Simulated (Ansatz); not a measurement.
C$_{2}$H$_{9}$AlBN, SMILES `B[NH][Al]([CH3])[CH3]` at its PBE0-D4/def2-TZVP geometry, where that method's forces vanish. Total charge 0; spin multiplicity 1.

```xyz
14

B    -2.1631    0.9400    0.8017
N    -1.2311   -0.0999    0.9019
Al    0.3119   -0.2335   -0.0442
C     1.4352   -1.7923    0.2936
C     0.7375    1.1699   -1.3228
H    -3.1607    0.9432    1.4711
H    -1.9521    1.8379    0.0309
H    -1.4624   -0.8257    1.5676
H     2.4559   -1.4932    0.5544
H     1.5198   -2.4127   -0.6056
H     1.0605   -2.4301    1.0983
H     0.8418    2.1388   -0.8246
H     1.6674    0.9688   -1.8607
H    -0.0608    1.2889   -2.0616
```

What forces (eV/Å) does ωB97M-V/def2-TZVPP give on these atoms in the Gaussian-basis code of Ansatz? (Best estimate.)

Ansatz gave: 
```
B1  -0.148  0.145 -0.005
N2   0.030 -0.086  0.042
Al3  0.049 -0.002 -0.031
C4   0.025 -0.032  0.003
C5   0.003  0.029 -0.020
H6   0.121 -0.002 -0.077
H7  -0.015 -0.099  0.079
H8  -0.005  0.039 -0.025
H9  -0.075 -0.027 -0.017
H10 -0.004  0.042  0.070
H11  0.033  0.043 -0.060
H12 -0.007 -0.064 -0.039
H13 -0.066  0.020  0.034
H14  0.058 -0.004  0.048
```
